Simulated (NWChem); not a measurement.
Molecule: CH4BF; SMILES FBC

```xyz
7

B     -0.4892    -0.1511    -0.0008
H     -1.6941    -0.2987     0.0019
F      0.2313    -1.2643     0.0002
C      0.2014     1.2452    -0.0016
H     -0.1166     1.8084     0.8932
H     -0.1590     1.8370    -0.8604
H      1.2994     1.2010    -0.0266
```
Atoms are numbered in this order, from 1.

Level: PBE0/def2-SVP (NWChem), optimised geometry, unscaled harmonic frequencies. 

```csv
frequency (cm⁻¹),IR intensity (km/mol)
58,0.6
396,4.4
616,0.4
781,1.2
994,72.9
1020,29.7
1121,28.4
1284,24.6
1369,255.5
1425,5.8
1444,86.1
2607,175.6
3050,0.4
3131,1.2
3176,7.0
```

zero-point energy: 32.1 kcal/mol
thermal correction to the enthalpy at 298.15 K (with zero-point energy): 35.4 kcal/mol
heat capacity Cv: 12.6 cal/(mol K)
entropy at 298.15 K and 1 atm (symmetry number 1): 66.0 cal/(mol K)
dipole moment: 1.26 D

Rigid rotor and harmonic oscillator; modes under 100 cm⁻¹ make the entropy uncertain.
